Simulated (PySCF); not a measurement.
Choosing a molecule for a target property.

Each SMILES stands for a single optimised conformer of the isolated species, non-relativistic unless stated. Electronic properties by PySCF.

The conformers computed, where there is a choice (atom-mapped SMILES and torsion angles):
- `[CH3:1][C:2]([F:3])([F:4])[S:5](=[O:6])(=[O:7])[Cl:8]`: C1–C2–S5–O6 48°
- `[O:1]=[C:2]([Cl:3])[c:4]1[cH:5][cH:6][s:7][cH:8]1`: O1–C2–C4–C5 0°
- `[CH2:1]=[CH:2][C@@H:3]([F:4])[CH2:5][CH2:6][CH3:7]`: C1–C2–C3–F4 -4°, C2–C3–C5–C6 176°, C3–C5–C6–C7 180°
- `[CH2:1]=[CH:2][N:3]([CH3:4])[NH:5][CH2:6][CH3:7]`: C1–C2–N3–C4 159°, C2–N3–N5–C6 -90°, N3–N5–C6–C7 -179°

The conformers of `FC1CCCCC1`, `C[C@H]1CCN(C)N1` and `C=C[C@H](N)CCN` aren't listed.

Question: Wanted: lowest triplet excitation (Tamm–Dancoff) above 5 eV (TDA B3LYP/def2-SVPD) and HOMO–LUMO gap below 6.8 eV (B3LYP/def2-SVPD), at GFN2-xTB geometries. Which candidate meets both?
A. `C=C[C@@H](F)CCC`
B. `O=C(Cl)C1=CSC=C1`
C. `C[C@H]1CCN(C)N1`
D. `CC(F)(F)S(=O)(=O)Cl`
E. `FC1CCCCC1`
F. `C=CN(C)NCC`

Answer: C. Computed values:
```
            species  lowest triplet excitation (Tamm–Dancoff)  HOMO–LUMO gap
   O=C(Cl)C1=CSC=C1                                   3.47 eV        5.23 eV
         C=CN(C)NCC                                   3.96 eV        5.84 eV
    C=C[C@@H](F)CCC                                   4.57 eV        7.37 eV
CC(F)(F)S(=O)(=O)Cl                                   5.22 eV        7.10 eV
    C[C@H]1CCN(C)N1                                   5.55 eV        6.49 eV
          FC1CCCCC1                                   7.60 eV        8.64 eV
```

Question: Wanted: static isotropic polarisability below 78 au (B3LYP/def2-SVPD) and HOMO energy below -8 eV (B3LYP/def2-SVPD), at GFN2-xTB geometries. Which candidate meets both?
A. `C[C@H]1CCN(C)N1`
B. `C=C[C@H](N)CCN`
C. `O=C(Cl)c1ccsc1`
D. `FC(F)(S(Cl)(=O)=O)C`
E. `C=CN(NCC)C`

Answer: D. Computed values:
```
            species  static isotropic polarisability  HOMO energy
FC(F)(S(Cl)(=O)=O)C                          68.3 au     -9.28 eV
    C[C@H]1CCN(C)N1                          75.8 au     -6.11 eV
     C=C[C@H](N)CCN                          81.0 au     -6.45 eV
         C=CN(NCC)C                          83.2 au     -5.49 eV
     O=C(Cl)c1ccsc1                          93.8 au     -7.58 eV
```
